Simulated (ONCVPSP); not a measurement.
Transferability test, ONCV potential for sulfur

S, optimised norm-conserving Vanderbilt (ONCV), made with ONCVPSP 4.0.1 (PBE, scalar-relativistic). Core [Ne], reference 3s2 3p3 (charge +1). Waves: 3s: rc 1.35 bohr, ncon 3, nbas 6, qcut 6.1 1/bohr, 2 projectors, debl 3.4 Ha; 3p: rc 1.50 bohr, ncon 4, nbas 8, qcut 5.2 1/bohr, 2 projectors, debl 2.8 Ha. Local part: polynomial inside 1.00 bohr (lpopt 5, dvloc0 2 Ha). Core correction: Teter function, fcfact 3.25, rcfact 1.1.

Energies are relative to the spin-unpolarised reference configuration 3s2 3p3; without spin polarisation the order of configurations can differ from experiment.

Problem. Give the all-electron excitation energy and the error of the potential for: 3s2 3p4; 3s2 3p2; 3s2 3p1; 3s0 3p6.

Solution.

```tsv
valence configuration	charge	ΔE all-electron (eV)	error AE − PS (meV)
3s2 3p4	0	-11.769	+1.2
3s2 3p2	+2	22.284	+1.5
3s2 3p1	+3	56.325	+19
3s0 3p6	0	8.971	+3.8
```

Note: no bound ghost flagged; GHOST(+) flagged for s at 118.3 eV.
